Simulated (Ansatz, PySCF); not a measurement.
diantimony anion (Sb₂), SMILES [Sb]#[Sb] (connectivity only; charge and spin as stated), charge -1, multiplicity 2. Atoms are numbered in the order given.

```xyz
2

Sb     0.0000     0.0000    -1.2801
Sb     0.0000     0.0000     1.2801
```
Charge -1, spin multiplicity 2.

Geometry: PBE0-D3(BJ)/def2-TZVPD. The spin state was assumed, not searched. The def2 effective core potentials stand for the cores of Sb; spin–orbit coupling is left out.

Two levels are set side by side: PBE-D3(BJ)/def2-TZVPD (Ansatz, an electronic-structure program) and PBE0-D3(BJ)/def2-TZVPD (Ansatz). Each level has its own optimised geometry; the coordinates shown are those of the second. Frequencies come from the Hessian of PySCF at each geometry. Differences are taken from unrounded values.

```csv
quantity,PBE0-D3(BJ)
bond Sb1–Sb2 (Å),2.560
highest harmonic wavenumber (cm⁻¹),255
mean harmonic wavenumber (cm⁻¹),255
zero-point energy (kcal/mol),0.36
```

Question: What does PBE-D3(BJ) give, and how far is it from PBE0-D3(BJ)? (An estimate is asked for; the answer gives what the named calculation found.)

Answer: 
| quantity | PBE-D3(BJ) | PBE-D3(BJ) minus PBE0-D3(BJ) |
|---|---|---|
| bond Sb1–Sb2 (Å) | 2.600 | 0.039 |
| highest harmonic wavenumber (cm⁻¹) | 236 | -19 |
| mean harmonic wavenumber (cm⁻¹) | 236 | -19 |
| zero-point energy (kcal/mol) | 0.34 | -0.03 |
